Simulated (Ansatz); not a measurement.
C4H3F3 (`C=C(F)/C(F)=C/F`), relaxed with RKS PBE-D4/def2-SVP in Ansatz from a rough embedded geometry. The force threshold is 0.03 eV/Å; the program also tests the step.

The species carries charge 0 and has multiplicity 1.

Start:

```xyz
10

C    -0.547    1.404   -1.141
C    -0.266    0.707   -0.007
F    -0.539    1.302    1.197
C     0.233   -0.653   -0.050
F     0.552   -1.199   -1.173
C     0.484   -1.329    1.131
F     0.953   -2.588    1.098
H    -0.887    2.409   -1.104
H    -0.263    0.962   -2.104
H     0.279   -1.015    2.154
```

(1) How much energy does the relaxation release, and in how many steps? (Best estimate.)

(2) Which bonds change most? (Best estimate.)

(3) Give the relaxed structure. (Estimate.)

Answers

(1) Ansatz gave: 6.23 kcal/mol, in 6 steps.

(2) The calculation gave: C4–F5 from 1.289 to 1.343 Å; C1–H8 from 1.061 to 1.098 Å; C4–C6 from 1.384 to 1.354 Å; C2–F3 from 1.371 to 1.352 Å.

(3) The calculation gave: 
```xyz
10

C    -0.504    1.423   -1.150
C    -0.272    0.699   -0.040
F    -0.526    1.198    1.190
C     0.261   -0.662   -0.002
F     0.532   -1.207   -1.200
C     0.476   -1.353    1.142
F     0.964   -2.595    1.134
H    -0.907    2.441   -1.075
H    -0.288    0.990   -2.134
H     0.264   -0.934    2.136
```
